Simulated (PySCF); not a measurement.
An EPR job on `CCB([O])OCC=O` [radical].

Computed with UKS B3LYP, pcH-1 on B C H O, non-relativistic, mean-field spin-orbit, GIAO (PySCF 2.14.0). Geometry: GFN2-xTB. A driver script takes a list of jobs; this job's settings line and coordinates (Å) are shown.

Command:
```bash
OMP_NUM_THREADS=1 python probes_run.py task.json out
```

Input:
```
{"job": {"kind": "epr", "basis": "pcH-1"}, "charge": 0, "multiplicity": 2}
C     -2.247957    -0.006398    -1.129215
C     -1.883446     0.147122     0.316260
B     -0.368287    -0.702870     0.599106
O     -0.523166    -1.905404     0.888143
O      0.634140     0.209701     0.401832
C      1.972286    -0.191033     0.577924
C      2.895838     0.797027    -0.087117
O      4.090402     0.757046    -0.031563
H     -3.164969     0.555693    -1.326532
H     -2.434458    -1.048665    -1.376599
H     -1.466199     0.381635    -1.777617
H     -1.625652     1.162902     0.595986
H     -2.611038    -0.290587     0.989450
H      2.149846    -1.187143     0.149596
H      2.219925    -0.253281     1.646939
H      2.355134     1.583199    -0.645553
```

Output:
```
UKS, coarse grid
  cycle   1  E = -407.46685865  |g| = 9.23e-01
  cycle   2  E = -406.04674383  |g| = 2.04e+00
  cycle   3  E = -407.76266669  |g| = 3.15e-01
  cycle   4  E = -407.79170886  |g| = 2.07e-01
  cycle   5  E = -407.80525545  |g| = 8.21e-02
  cycle   6  E = -407.80745265  |g| = 3.96e-02
  cycle   7  E = -407.80803098  |g| = 1.77e-02
  cycle   8  E = -407.80818099  |g| = 6.61e-03
  cycle   9  E = -407.80820506  |g| = 1.34e-03
  cycle  10  E = -407.80820619  |g| = 5.36e-04
UKS, final grid
  cycle   1  E = -407.80825376  |g| = 7.85e-04
  cycle   2  E = -407.80825250  |g| = 1.94e-03
  cycle   3  E = -407.80825406  |g| = 2.09e-04
  cycle   4  E = -407.80825408  |g| = 6.95e-05
  cycle   5  E = -407.80825409  |g| = 4.48e-05
  cycle   6  E = -407.80825409  |g| = 1.18e-05
E = -407.80825409 Eh   <S^2> = 0.7563 (exact 0.7500)
g shifts (ppm)      1          2          3
  rmc          -258       -258       -258
  gc             -1         61         47
  oz_so         174       4092       5495
  total         -85       3895       5284
hyperfine (MHz)  atom isotope    a_iso     a_fc   dipolar eigenvalues
    0   13C     -10.10     -10.10     -2.87     -2.22      5.10
    1   13C      92.22      92.22    -35.76    -35.12     70.87
    2   11B     -25.86     -25.86    -12.07     -3.91     15.98
    3   17O     -34.88     -34.88   -172.22     82.61     89.61
    4   17O     -48.98     -48.98    -13.33      6.08      7.25
    5   13C      -1.33      -1.33     -1.80     -1.12      2.92
    6   13C       0.94       0.94     -0.40     -0.22      0.63
    7   17O      -0.31      -0.31     -0.99      0.36      0.64
    8    1H      83.25      83.25     -3.81     -0.96      4.77
    9    1H      13.54      13.54     -3.99     -1.45      5.44
   10    1H       9.39       9.39     -3.40     -2.38      5.78
   11    1H      37.39      37.39    -16.68     -2.45     19.12
   12    1H     -21.33     -21.33    -16.72     -1.55     18.27
   13    1H      -0.88      -0.88     -2.90     -1.42      4.31
   14    1H      -0.71      -0.71     -1.75     -1.18      2.94
   15    1H      -0.49      -0.49     -0.99     -0.70      1.69
```

rmc, gc and oz_so are the mass-correction, gauge-correction and orbital-Zeeman/spin–orbit parts of the g shift along its three principal axes; a_iso is the isotropic hyperfine coupling and a_fc its Fermi-contact part. The program numbers atoms from 0.

**Question.** Get g_iso from the total shifts.

**Answer.** Their mean is 3032 ppm; added to g_e = 2.002319 it gives 2.00535.

**Question.** How far is ⟨S²⟩ from the pure-spin value?

**Answer.** S = 0.5 gives S(S+1) = 0.75; the run has 0.7563, 0.0063 more.

In short: ⟨S²⟩ 0.756; g_iso 2.0054.

Geometry: GFN2-xTB, one conformer, isolated molecule.

**Question.** Estimate the wall time. Hardware: one thread of an Arm Neoverse V2, shared host. And the peak memory of the process?

**Answer.** About 83 s (density and orbital grids were written too), with 0.97 GiB resident at the peak, the Python interpreter and its libraries included.
Labels such as C1 count atoms from 1, the log's own numbers from 0.
